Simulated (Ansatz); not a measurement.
A structure relaxed at PBE0-D4/def2-TZVP, charge 0, multiplicity 1:

```xyz
11

N     0.494   -1.462   -0.317
Si    0.197    0.195   -0.210
O     1.533    1.121   -0.029
O    -0.564    0.849   -1.514
C    -0.912    0.331    1.347
O    -1.228   -0.647    1.986
H     0.172   -2.045    0.440
H     1.222   -1.884   -0.865
H     1.579    1.912   -0.568
H    -1.214    0.297   -1.952
H    -1.281    1.332    1.680
```

**Question.** Give its formula and SMILES.

**Answer.** CH5NO3Si, `N[Si](O)(O)C=O`.

**Question.** Summarise the bond lengths by kind.

**Answer.** 1 × N–Si 1.687 Å; 2 × H–N 1.005 to 1.008 Å; 2 × O–Si 1.636 to 1.645 Å; 1 × C–Si 1.916 Å; 2 × H–O 0.958 to 0.959 Å; 1 × C–O 1.210 Å; 1 × C–H 1.117 Å.

Results of the Gaussian-basis code of Ansatz.
